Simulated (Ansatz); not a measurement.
A nudged elastic band was laid between two geometries of CH2F + H4Sn (9 atoms, charge 0, multiplicity 2).

Level of theory: UHF/def2-SVP in Ansatz.

- movable images: 5
- climbing image: yes
- spring: 5.0 eV/Å²
- optimiser: quadratic models (default)
- start path: through a guess of the saddle point
- force threshold: 0.03 eV/Å
- iteration limit: 60
- end points: relaxed

First end point:

```xyz
9
Properties=species:S:1:pos:R:3
H -0.624 1.178 -0.907
Sn 0.757 1.700 -0.045
C -0.987 -2.310 0.096
F -0.120 -1.563 0.763
H 2.079 0.678 -0.390
H 1.139 3.293 -0.548
H 0.426 1.711 1.630
H -2.023 -2.062 0.284
H -0.647 -2.625 -0.882
```

Last end point:

```xyz
9
Properties=species:S:1:pos:R:3
H -1.336 -0.767 -1.135
Sn 1.278 1.811 0.919
C -1.146 -1.609 -0.472
F -0.299 -1.218 0.518
H 2.401 0.793 0.119
H -0.124 2.004 -0.051
H 1.996 3.355 1.162
H -2.081 -1.947 -0.029
H -0.688 -2.422 -1.032
```

Problem. Which bonds break or form, and what moves?

Solution. Bonds broken: H1–Sn2. Bonds formed: H1–C3. CH2F + H4Sn becomes CH3F + H3Sn.

Problem. What energy profile does the band end with?

Solution. The run converged. The highest image is number 3 of 0 to 6, 0.70 eV above the first end and 1.76 eV above the last; the last end lies 1.06 eV below the first. Neighbouring images differ by up to 1.7 eV, so the band resolves the path poorly. A vibrational analysis at the climbing image gives one clearly imaginary mode, 1703i cm⁻¹: a first-order saddle point.

```tsv
image	path coordinate (Å)	energy (eV)	H1–Sn2 (Å)	H1–C3 (Å)
0	0.00	0.00	1.71	3.65
1	2.29	0.04	1.71	3.56
2	4.58	0.06	1.71	3.21
3	6.87	0.70	1.87	1.59
4	8.49	-0.96	3.33	1.09
5	10.12	-1.03	3.94	1.09
6	11.74	-1.06	4.21	1.09
```

Problem. What is the geometry of the highest image?

Solution. 
```xyz
9
Properties=species:S:1:pos:R:3:forces:R:3
H -0.219 -0.122 -0.149 0.00 0.01 0.00
Sn 0.821 1.421 0.073 0.00 0.00 0.00
C -0.956 -1.535 -0.143 -0.01 0.00 -0.02
F -0.285 -2.256 0.751 0.01 -0.01 0.02
H 2.483 1.007 0.048 0.00 0.00 0.00
H 0.510 2.549 -1.181 0.00 0.00 0.00
H 0.448 2.152 1.577 0.00 0.00 0.00
H -1.967 -1.308 0.178 0.00 0.00 0.00
H -0.835 -1.906 -1.155 0.00 0.00 0.00
```

Run time: 3.2 min on 2 threads of Intel(R) Xeon(R) CPU @ 2.60GHz (Ice Lake), with other jobs on the host, peak memory 0.27 GiB.
